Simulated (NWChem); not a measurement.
All runs are NWChem calculations. System: CH2NS, charge 0, spin multiplicity 2, at a geometry optimised with UPBE0/def2-SVP. The structure started from a generated list of species. Its SCF solution wasn't tested for a lower state. Level: UMP2/def2-TZVP, 7 core orbitals frozen.

Job file:

```
start mol
memory heap 200 mb stack 900 mb global 1100 mb
geometry units angstroms nocenter noautoz
  N     -0.001082    -1.601901     0.000000
  C      0.459153    -0.372585     0.000000
  S     -0.148921     1.103356     0.000000
  H     -0.999842    -1.814015     0.000000
  H      0.635232    -2.390871     0.000000
  symmetry group Cs
end
basis spherical
  * library def2-tzvp
end
scf
  uhf
  nopen 1
  maxiter 100
  thresh 1e-7
  semidirect memsize 60000000 filesize 0
  # guess.movecs holds the orbitals of an unrestricted PBE0 run
  vectors input guess.movecs output mol.movecs
end
mp2
  freeze core 7
end
task mp2 energy
```

Output (cleaned and shortened):

```
             Northwest Computational Chemistry Package (NWChem) 7.3.0
             --------------------------------------------------------

                                NWChem Input Module
                                -------------------

 Scaling coordinates for geometry "geometry" by  1.889725989
 (inverse scale =  0.529177249)

 Turning off AUTOSYM since
 SYMMETRY directive was detected!

                             Geometry "geometry" -> ""
                             -------------------------

 Output coordinates in angstroms (scale by  1.889725989 to convert to a.u.)

  No.       Tag          Charge          X              Y              Z
 ---- ---------------- ---------- -------------- -------------- --------------
    1 N                    7.0000    -0.00108200    -1.60190100     0.00000000
    2 C                    6.0000     0.45915300    -0.37258500     0.00000000
    3 S                   16.0000    -0.14892100     1.10335600     0.00000000
    4 H                    1.0000    -0.99984200    -1.81401500     0.00000000
    5 H                    1.0000     0.63523200    -2.39087100     0.00000000

 Effective nuclear repulsion energy (a.u.)      86.4853104184

            Nuclear Dipole moment (a.u.)
            ----------------------------
        X                 Y               Z
 ---------------- ---------------- ----------------
    -0.0000037795    -0.0000132281     0.0000000000

      Symmetry information
      --------------------

 Group name             Cs
 Group number              2
 Group order               2
 No. of unique centers     5

      Symmetry unique atoms

     1    2    3    4    5


 Summary of "ao basis" -> "" (spherical)
 ------------------------------------------------------------------------------
       Tag                 Description            Shells   Functions and Types
 ---------------- ------------------------------  ------  ---------------------
 *                         def2-tzvp                  on all atoms

 Summary of "ao basis" -> "ao basis" (spherical)
 ------------------------------------------------------------------------------
[...]
  AO/Fock/Back tols     =   1.0D-09  1.0D-09  1.0D-09

 GA uses MA = F    GA memory limited = T

 Available:
  local mem=  1.26D+08
 global mem=  1.44D+08
 local disk=  0.00D+00
  mp2_memr nvloc                    95
  nvloc new                    95
   1 passes of   9:        5242880                      67867                  17739306.
   1 passes of   9: M    126149404           G      144154558           F     120906524.

 Semi-direct pass number   1 of   1  for UHF alpha       at        8.9s
  vrange nnbf                  6095
  mp2_eaftype                    67  avail_ma_in_mb                  1099
 EAF : mp2_eaftype filesize          67    8869653.
  mp2_eaf for mointskh                     67
Node 0 wrote     41.7 Mb in      0.0 s     Agg I/O rate:  1277.4 Mb/s
 Done moints_semi at       13.8s
  mp2_eaftype                    67  avail_ma_in_mb                  1032
 EAF : mp2_eaftype filesize          67    8869653.
  mp2_eaf for kh                    67
 Done maket at       14.0s
 Done multipass loop at       14.0s

 GA uses MA = F    GA memory limited = T

 Available:
  local mem=  1.26D+08
 global mem=  1.44D+08
 local disk=  0.00D+00
  mp2_memr nvloc                    96
  nvloc new                    96
   1 passes of   8:        5242880                      63519                  15936405.
   1 passes of   8: M    126149404           G      144154558           F     120906524.

 Semi-direct pass number   1 of   1  for UHF beta        at       14.0s
  vrange nnbf                  6095
  mp2_eaftype                    60  avail_ma_in_mb                  1099
 EAF : mp2_eaftype filesize          60    7968203.
  mp2_eaf for mointskh                     60
Node 0 wrote     37.4 Mb in      0.0 s     Agg I/O rate:  1575.5 Mb/s
 Done moints_semi at       19.2s
  mp2_eaftype                    60  avail_ma_in_mb                  1039
 EAF : mp2_eaftype filesize          60    7968203.
  mp2_eaf for kh                    60
 Done maket at       19.3s
 Done multipass loop at       19.3s

          -------------------------------------------
          SCF energy                -491.012704474027
          Correlation energy          -0.503799690763
          Singlet pairs                0.000000000000
          Triplet pairs                0.000000000000
          Total MP2 energy          -491.516504164790
          -------------------------------------------

          ---------------------------------------------------
                    Spin Component Scaled (SCS) MP2
          Same spin pairs                     -0.128725624306
          Same spin scaling factor             0.333333333333
          Opposite spin pairs                 -0.375074066457
          Opposite spin scaling fact.          1.200000000000
          SCS-MP2 correlation energy          -0.492997421184
          Total SCS-MP2 energy              -491.505701895211
          ---------------------------------------------------

 -----------------------
 Performance information
 -----------------------

 Timer overhead =  2.02D-07 seconds/call

               Nr. of calls         CPU time (s)                 Wall time (s)                GFlops
             ---------------    -------------------     ------------------------------   -------------------
Name         Min   Avg   Max    Min     Avg     Max     Min     Avg     Max   Mx/calls   Min     Max     Sum
mp2: moin     2     2     2    10.     10.     10.      10.     10.     10.     5.0      0.0     0.0     0.0
mp2: make     2     2     2   0.38    0.38    0.38     0.38    0.38    0.38    0.19      0.0     0.0     0.0
mp2: tota     1     1     1    10.     10.     10.      10.     10.     10.     10.      0.0     0.0     0.0

 The average no. of pstat calls per process was 5.00D+00
 with a timing overhead of 1.01D-06s

 Task  times  cpu:       19.3s     wall:       19.3s

 Total times  cpu:       19.3s     wall:       19.3s
```
